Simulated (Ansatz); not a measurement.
`C[O][In]([F])[Cl]` + `N[SiH2]F` → `C[O][In]([NH2])[F]` + `F[SiH2]Cl`  (redistribution)

Isolated molecules relaxed with PBE0-D4/def2-TZVP in Ansatz; ΔE leaves out vibrations. CCSD(T)/CBS is the MP2 limit (def2-TZVPP, def2-QZVPP) plus CCSD(T) − MP2 in def2-TZVPP, frozen cores. This one scheme is used for every species. Elements past krypton have def2 core potentials. For In outer-core shells are correlated without core-valence functions, which leaves a few kJ/mol of doubt a bond. Each species was taken in one conformer, which may not be the lowest.

```csv
species,CCSD(T)/CBS(def2) energy (Eh)
`C[O][In]([F])[Cl]`,-864.49222
`N[SiH2]F`,-446.07709
`C[O][In]([NH2])[F]`,-460.58406
`F[SiH2]Cl`,-849.96195
```

Problem. Work out ΔE.

Solution. ΔE = (-460.58406) + (-849.96195) − (-864.49222) − (-446.07709) = 0.02330 Eh = +61.2 kJ/mol.

Problem. What do rigid-rotor, harmonic-oscillator terms from PBE0-D4/def2-TZVP frequencies (298.15 K, 1 bar) make of the CCSD(T)/CBS value? (An estimate is asked.)

Solution. Computed: ΔZPE = -0.9 kJ/mol, ΔH = +59.8 kJ/mol, ΔS = -3 J/(mol·K), ΔG = +60.8 kJ/mol. Modes under 50 cm⁻¹ make the entropy rough.

Largest T1 diagnostic among the species: 0.016.

From r2SCAN to r2SCAN0 (25 % exact exchange), in def2-TZVPP and without D4, ΔE moves by +3.8 kJ/mol. At CCSD(T), def2-SVP lies +12.1 kJ/mol from the extrapolated value and def2-TZVPP +1.3 kJ/mol. In def2-TZVPP, CCSD(T) changes the Hartree–Fock value by −22.2 kJ/mol (the triples alone add −2.5 kJ/mol) and MP2 by −25.1 kJ/mol.
